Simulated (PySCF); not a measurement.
PySCF input file for Mg(OH)(SH) (H₂MgOS), SMILES [OH][Mg][SH], TDA-ωB97X/def2-SVPD. Geometry: ωB97X-D3(BJ)/def2-TZVP. One conformer was computed; it need not be the lowest.

```python
import numpy as np
from pyscf import gto, scf, dft, tdscf

mol = gto.M(
    atom='''
    Mg    0.02155923    0.57947212    0.00000001
    O    -0.02158403    2.33732036   -0.00000000
    H    -0.00470456    3.28461061   -0.00000001
    S     0.07388995   -1.69606014   -0.00000000
    H    -1.26357315   -1.79987682   -0.00000000
    ''',
    basis='def2-SVPD',
    charge=0,
    spin=0,
    symmetry=True,
    max_memory=1600,
    verbose=4,
)
mf = dft.RKS(mol, xc='wb97x').density_fit(auxbasis='def2-universal-jkfit')
mf.grids.level = 3
mf.conv_tol = 1e-9
mf.max_cycle = 100
mf.kernel()
mf.grids = dft.Grids(mol).set(level=1).build(with_non0tab=True)  # coarser grid for the response kernel
td = tdscf.TDA(mf)
td.singlet = True
td.nstates = 10
td.conv_tol = 1e-4
td.kernel(x0=td.get_init_guess(mf, 15))
td.analyze()
tt = tdscf.TDA(mf)
tt.singlet = False
tt.nstates = 4
tt.conv_tol = 1e-4
tt.kernel(x0=tt.get_init_guess(mf, 9))
tt.analyze(verbose=3)
```

Log of the run:

```
PySCF version 2.14.0

[INPUT] verbose = 4
[INPUT] num. atoms = 5
[INPUT] num. electrons = 38
[INPUT] charge = 0
[INPUT] spin (= nelec alpha-beta = 2S) = 0
[INPUT] symmetry True subgroup None
[INPUT] Mole.unit = angstrom
[INPUT] Symbol           X                Y                Z      unit          X                Y                Z       unit  Magmom
[INPUT]  1 Mg     0.021559230000   0.579472120000   0.000000010000 AA    0.040741040157   1.095043603621   0.000000018897 Bohr   0.0
[INPUT]  2 O     -0.021584030000   2.337320360000   0.000000000000 AA   -0.040787905364   4.416895345770   0.000000000000 Bohr   0.0
[INPUT]  3 H     -0.004704560000   3.284610610000  -0.000000010000 AA   -0.008890329937   6.207014478741  -0.000000018897 Bohr   0.0
[INPUT]  4 S      0.073889950000  -1.696060140000   0.000000000000 AA    0.139631768858  -3.205089155391   0.000000000000 Bohr   0.0
[INPUT]  5 H     -1.263573150000  -1.799876820000   0.000000000000 AA   -2.387807191854  -3.401274247753   0.000000000000 Bohr   0.0

nuclear repulsion = 108.573791427941
point group symmetry = Cs
symmetry origin: [ 4.97296333e-10 -6.46485233e-09  5.47025983e-09]
symmetry axis x: [1.00000000e+00 7.28520705e-10 1.55563345e-09]
symmetry axis y: [ 7.28520705e-10 -1.00000000e+00 -3.40395081e-10]
symmetry axis z: [-1.55563345e-09 -3.40395082e-10  1.00000000e+00]
num. orbitals of irrep A' = 62
num. orbitals of irrep A" = 25
number of shells = 37
number of NR pGTOs = 137
number of NR cGTOs = 87
basis = def2-SVPD
ecp = {}


[settings echo left out]
init E= -674.411140895275
HOMO (A") = -0.343172503426984  LUMO (A') = -0.106137731417878  gap/eV = 6.45004
cycle= 1 E= -674.374854588576  delta_E= 0.0363  |g|= 0.801  |ddm|= 2.99
HOMO (A") = -0.202359552717942  LUMO (A') = 0.0202788434962669  gap/eV = 6.05830
cycle= 2 E= -674.327825774615  delta_E= 0.047  |g|= 1.01  |ddm|= 1.19
HOMO (A") = -0.345535487681707  LUMO (A') = 0.00955155443335487  gap/eV = 9.66241
cycle= 3 E= -674.517499816671  delta_E= -0.19  |g|= 0.0557  |ddm|= 0.618
HOMO (A") = -0.355434043467638  LUMO (A') = 0.0133318073607915  gap/eV = 10.03463
cycle= 4 E= -674.518803814326  delta_E= -0.0013  |g|= 0.0223  |ddm|= 0.139
HOMO (A") = -0.349156022670598  LUMO (A') = 0.0143667182515426  gap/eV = 9.89196
cycle= 5 E= -674.519051357811  delta_E= -0.000248  |g|= 0.00532  |ddm|= 0.0674
HOMO (A") = -0.349651116356115  LUMO (A') = 0.0142755977216753  gap/eV = 9.90295
cycle= 6 E= -674.519081035854  delta_E= -2.97e-05  |g|= 0.00151  |ddm|= 0.0323
HOMO (A") = -0.349303475761205  LUMO (A') = 0.0142946296762432  gap/eV = 9.89401
cycle= 7 E= -674.519083729852  delta_E= -2.69e-06  |g|= 0.000497  |ddm|= 0.00893
HOMO (A") = -0.349351612794631  LUMO (A') = 0.0142617575981072  gap/eV = 9.89442
cycle= 8 E= -674.519083995918  delta_E= -2.66e-07  |g|= 9.37e-05  |ddm|= 0.00226
HOMO (A") = -0.349333508604447  LUMO (A') = 0.0142671702161969  gap/eV = 9.89408
cycle= 9 E= -674.519084004284  delta_E= -8.37e-09  |g|= 2.7e-05  |ddm|= 0.000368
HOMO (A") = -0.349336147362017  LUMO (A') = 0.0142660589823542  gap/eV = 9.89412
cycle= 10 E= -674.519084004952  delta_E= -6.68e-10  |g|= 4.12e-06  |ddm|= 0.000153
HOMO (A") = -0.349336187910279  LUMO (A') = 0.0142658081375835  gap/eV = 9.89411
Extra cycle  E= -674.519084004965  delta_E= -1.38e-11  |g|= 1.74e-06  |ddm|= 1.39e-05
converged SCF energy = -674.519084004965
tot grids = 22672


******** <class 'pyscf.tdscf.rks.TDA'> for <class 'pyscf.df.df_jk.DFSymAdaptedRKS'> ********
nstates = 10 singlet
deg_eia_thresh = 1.000e-03
wfnsym = None
conv_tol = 0.0001
eigh lindep = 1e-12
eigh level_shift = 0
eigh max_cycle = 100


Excitation energies (eV)
[5.0680326  6.09726855 6.10791162 6.18285579 6.36684397 6.75138903
 7.06071885 7.48938893 7.56568056 7.60063763]

** Singlet excitation energies and oscillator strengths **
Excited State   1:   A"      5.06803 eV    244.64 nm  f=0.0584
      19 -> 20        0.67784
      19 -> 23       -0.10718
Excited State   2:   A'      6.09727 eV    203.34 nm  f=0.0582
      17 -> 20        0.66550
      17 -> 23        0.14355
Excited State   3:   A"      6.10791 eV    202.99 nm  f=0.0740
      16 -> 20        0.65450
      16 -> 23        0.13855
Excited State   4:   A"      6.18286 eV    200.53 nm  f=0.0040
      16 -> 20        0.13558
      19 -> 21       -0.49343
      19 -> 23        0.18007
      19 -> 24       -0.41797
Excited State   5:   A'      6.36684 eV    194.73 nm  f=0.1118
      18 -> 20       -0.61331
      18 -> 23        0.12116
      19 -> 22        0.23134
      19 -> 25        0.13846
Excited State   6:   A"      6.75139 eV    183.64 nm  f=0.0005
      19 -> 21        0.33460
      19 -> 23        0.29886
      19 -> 24       -0.11778
      19 -> 26        0.23201
      19 -> 27        0.42513
      19 -> 28       -0.15836
Excited State   7:   A'      7.06072 eV    175.60 nm  f=0.1359
      18 -> 20        0.19476
      18 -> 21        0.17990
      18 -> 23       -0.17486
      18 -> 24        0.20433
      18 -> 27       -0.11604
      19 -> 22        0.48875
      19 -> 25        0.28253
Excited State   8:   A"      7.48939 eV    165.55 nm  f=0.0001
      16 -> 21        0.61449
      16 -> 24        0.28882
      16 -> 27        0.10638
      16 -> 34        0.11603
Excited State   9:   A'      7.56568 eV    163.88 nm  f=0.0666
      16 -> 22        0.17357
      16 -> 25        0.10278
      17 -> 21       -0.30800
      17 -> 24       -0.14448
      18 -> 20       -0.10160
      18 -> 21        0.43370
      18 -> 24        0.27011
      19 -> 22       -0.18820
Excited State  10:   A'      7.60064 eV    163.12 nm  f=0.0740
      16 -> 22       -0.31194
      16 -> 25       -0.17457
      17 -> 21        0.39023
      17 -> 24        0.18169
      18 -> 21        0.31321
      18 -> 24        0.16197
      19 -> 22       -0.13371

** Transition electric dipole moments (AU) **
state          X           Y           Z        Dip. S.      Osc.
  1        -0.0000      0.0000      0.6859      0.4704      0.0584
  2         0.6223      0.0497      0.0000      0.3897      0.0582
  3         0.0000      0.0000      0.7033      0.4947      0.0740
  4        -0.0000     -0.0000      0.1617      0.0262      0.0040
  5         0.1943     -0.8241     -0.0000      0.7169      0.1118
  6        -0.0000     -0.0000     -0.0554      0.0031      0.0005
  7         0.0997      0.8807      0.0000      0.7856      0.1359
  8         0.0000      0.0000      0.0180      0.0003      0.0001
  9         0.3989     -0.4475     -0.0000      0.3594      0.0666
 10         0.3117     -0.5480      0.0000      0.3974      0.0740

** Transition velocity dipole moments (imaginary part, AU) **
state          X           Y           Z        Dip. S.      Osc.
  1        -0.0000      0.0000      0.1311      0.0172      0.0616
  2         0.1356      0.0093      0.0000      0.0185      0.0550
  3         0.0000     -0.0000      0.1630      0.0266      0.0789
  4        -0.0000     -0.0000     -0.0002      0.0000      0.0000
  5         0.0384     -0.2016      0.0000      0.0421      0.1200
  6        -0.0000     -0.0000     -0.0455      0.0021      0.0056
  7         0.0171      0.1935      0.0000      0.0377      0.0970
  8         0.0000     -0.0000      0.0049      0.0000      0.0001
  9         0.0545     -0.0735     -0.0000      0.0084      0.0201
 10         0.0484     -0.1086     -0.0000      0.0141      0.0338

** Transition magnetic dipole moments (imaginary part, AU) **
state          X           Y           Z
  1         0.5814     -0.0427      0.0000
  2         0.0000      0.0000      0.8767
  3        -0.7410     -0.0812     -0.0000
  4        -0.2922      0.3110      0.0000
  5        -0.0000      0.0000     -0.1045
  6        -0.1752      0.2030     -0.0000
  7        -0.0000      0.0000      0.0361
  8        -0.0229     -0.0050      0.0000
  9         0.0000      0.0000     -0.1990
 10         0.0000      0.0000     -0.1241


******** <class 'pyscf.tdscf.rks.TDA'> for <class 'pyscf.df.df_jk.DFSymAdaptedRKS'> ********
nstates = 4 triplet
deg_eia_thresh = 1.000e-03
wfnsym = None
conv_tol = 0.0001
eigh lindep = 1e-12
eigh level_shift = 0
eigh max_cycle = 100


Excitation energies (eV)
[4.89066157 5.93340921 5.95380665 5.99221665]

** Triplet excitation energies and oscillator strengths **
Excited State   1:   A"      4.89066 eV    253.51 nm  f=0.0000
Excited State   2:   A"      5.93341 eV    208.96 nm  f=0.0000
Excited State   3:   A'      5.95381 eV    208.24 nm  f=0.0000
Excited State   4:   A'      5.99222 eV    206.91 nm  f=0.0000
```

The calculation finished and met its thresholds.
